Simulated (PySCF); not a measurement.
# Potential energy of BBr along the bond

Set-up: B 6-31G(d,p), Br 6-31G(d,p); no relativity (PySCF 2.14). Energies in eV from B + Br in their ground configurations at the same level. State: ¹Σ⁺ (singlet), closed shell.

All columns are BLYP. A positive dipole means B(−)Br(+).

```
R (Å)  E (eV)  μ (D)  Mulliken charge on B (basis-dependent)  HOMO (eV)  LUMO (eV)  Mayer bond order  ⟨S²⟩
1.650  -3.506   2.70                                   -0.09      -4.75      -1.87              1.59  0.00
1.727  -4.039   2.25                                   -0.06      -5.07      -2.08              1.50  0.00
1.804  -4.347   1.77                                   -0.02      -5.40      -2.30              1.43  0.00
1.861  -4.470   1.42                                    0.01      -5.64      -2.46              1.40  0.00
1.919  -4.524   1.06                                    0.04      -5.86      -2.62              1.37  0.00
1.977  -4.525   0.70                                    0.07      -6.08      -2.78              1.34  0.00
2.053  -4.464   0.23                                    0.11      -6.33      -2.99              1.31  0.00
2.149  -4.318  -0.34                                    0.15      -6.60      -3.24              1.28  0.00
2.264  -4.080  -1.00                                    0.19      -6.84      -3.52              1.24  0.00
2.418  -3.710  -1.81                                    0.24      -6.92      -3.85              1.20  0.00
```

A fit through these points gives, at Re = 1.948 Å, μ = 0.88 D and dμ/dR = -6.22 D/Å; the reduced mass is 9.662 u.

Question: How strong is the fundamental in the double-harmonic approximation, I = 42.26·(dμ/dR)²/μred km/mol?

Answer: I = 42.26·(-6.22)²/9.662 = 169 km/mol at BLYP.
